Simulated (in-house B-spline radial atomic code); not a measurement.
**Ionising the promethium ion Pm²⁺ with different functionals**

Computed with an all-electron radial atomic-structure program (B-spline basis): scalar-relativistic (spin-free X2C) Hamiltonian, Fermi nucleus of rms radius 4.962 fm, spin-polarised at highest spin, spherical fractional occupations for the functionals, the average over the highest-spin determinants for Hartree-Fock. The ionisation energy is the difference of two self-consistent energies, [Xe] 4f5 → [Xe] 4f4, without Breit or QED terms; ε is the level of the shell that loses the electron (its least bound occupied spin orbital). There is no spin-orbit coupling in this Hamiltonian.

Hybrids are left out here: with spherical fractional occupations of an open shell their exact exchange keeps a self-interaction that integer-occupation calculations don't have.

```json
{"method": "Hartree-Fock", "rung": "Hartree-Fock", "ΔSCF (eV)": "21.00", "-ε(4f) (eV)": "25.26"}
{"method": "LDA VWN5", "rung": "LDA", "ΔSCF (eV)": "24.61", "-ε(4f) (eV)": "16.56"}
{"method": "LDA PW92", "rung": "LDA", "ΔSCF (eV)": "24.61", "-ε(4f) (eV)": "16.56"}
{"method": "LDA exchange-only", "rung": "LDA", "ΔSCF (eV)": "23.08", "-ε(4f) (eV)": "15.14"}
{"method": "PBE", "rung": "GGA", "ΔSCF (eV)": "24.35", "-ε(4f) (eV)": "16.32"}
{"method": "PBEsol", "rung": "GGA", "ΔSCF (eV)": "24.38", "-ε(4f) (eV)": "16.34"}
{"method": "BLYP", "rung": "GGA", "ΔSCF (eV)": "24.14", "-ε(4f) (eV)": "16.13"}
{"method": "RPBE", "rung": "GGA", "ΔSCF (eV)": "24.30", "-ε(4f) (eV)": "16.27"}
{"method": "PW91", "rung": "GGA", "ΔSCF (eV)": "24.43", "-ε(4f) (eV)": "16.40"}
{"method": "BP86", "rung": "GGA", "ΔSCF (eV)": "24.41", "-ε(4f) (eV)": "16.37"}
{"method": "AM05", "rung": "GGA", "ΔSCF (eV)": "?", "-ε(4f) (eV)": "?"}
{"method": "OLYP", "rung": "GGA", "ΔSCF (eV)": "24.76", "-ε(4f) (eV)": "16.64"}
{"method": "TPSS", "rung": "meta-GGA", "ΔSCF (eV)": "24.15", "-ε(4f) (eV)": "16.13"}
{"method": "SCAN", "rung": "meta-GGA", "ΔSCF (eV)": "24.40", "-ε(4f) (eV)": "16.41"}
{"method": "r2SCAN", "rung": "meta-GGA", "ΔSCF (eV)": "24.28", "-ε(4f) (eV)": "16.22"}
{"method": "revTPSS", "rung": "meta-GGA", "ΔSCF (eV)": "?", "-ε(4f) (eV)": "?"}
```

(1) What does AM05 give?

(2) What does revTPSS give?

(3) How do they compare with the NIST value?

## Answers

(1) ΔSCF 24.41 eV, and -ε(4f) = 16.35 eV.

(2) ΔSCF 24.17 eV, and -ε(4f) = 16.14 eV.

(3) NIST lists 22.44 eV ± 0.08 (semi-empirical, ground level to ground level). Errors run from -1.44 to +2.32 eV. The correlated functionals all miss on the same side by more than they spread, so the cause is common to them (spin-orbit coupling, Breit-QED terms, multiplet and fine-structure energies, or a listed next ion that isn't the cheapest removal here) and closeness doesn't rank the functionals. Hartree-Fock also lacks correlation.
